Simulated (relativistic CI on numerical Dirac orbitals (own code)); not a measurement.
## Hyperfine structure of Rh43+, mass number 103

Calculated at this level of theory: Dirac-Coulomb-Breit CI, KLI orbitals optimised for each configuration, model QED, unscaled Slater integrals (own radial code, finite nucleus).

Configuration list: 1s2, 1s 2s, 1s 2p, 1s 3s, 1s 3p, 1s 3d, 1s 4s, 1s 4p, 1s 4d, 1s 4f, 1s 5s, 1s 5p, 1s 5d, 1s 5f, 1s 5g, 1s 6s, 1s 6p, 1s 6d. Levels of other configurations are missing.

Nuclear spin I = 1/2, μ = -0.08829 μN (tables of Stone and Pyykkö). The electronic factors are computed for point nuclear moments, without core polarisation or the Bohr-Weisskopf and QED corrections.

```json
{"Level": "1s 2s 3S_1", "E (eV)": "20594.0", "A (GHz)": "-2709"}
{"Level": "1s 2p 3P°_1", "E (eV)": "20655.9", "A (GHz)": "-2478"}
{"Level": "1s 2p 3P°_2", "E (eV)": "20830.2", "A (GHz)": "-1225"}
{"Level": "1s 2p 1P°_1", "E (eV)": "20859.5", "A (GHz)": "1135"}
{"Level": "1s 3s 3S_1", "E (eV)": "24456.0", "A (GHz)": "-2493"}
{"Level": "1s 3p 3P°_1", "E (eV)": "24473.0", "A (GHz)": "-2414"}
{"Level": "1s 3p 3P°_2", "E (eV)": "24524.8", "A (GHz)": "-1209"}
{"Level": "1s 3d 3D_2", "E (eV)": "24532.0", "A (GHz)": "-1206"}
```

Levels with J = 0, under 50 % of one LS term, or S terms without an open s electron are left out. Small factors come from cancelling terms and can be off by tens of per cent or more.

At this charge energies of transitions that change n are usually good to better than 1 %, and those within a shell (Δn = 0) to a few per cent.

Problem. Give the hyperfine levels of 1s 2s 3S_1 relative to its centre of gravity.

Solution. With K = F(F + 1) − I(I + 1) − J(J + 1), E = AK/2: F = 1/2: 2709, F = 3/2: -1354 GHz.

LS names give the leading component of a level, which can be under half, so a name can repeat, a term be missing and a line seem to break the LS rules.
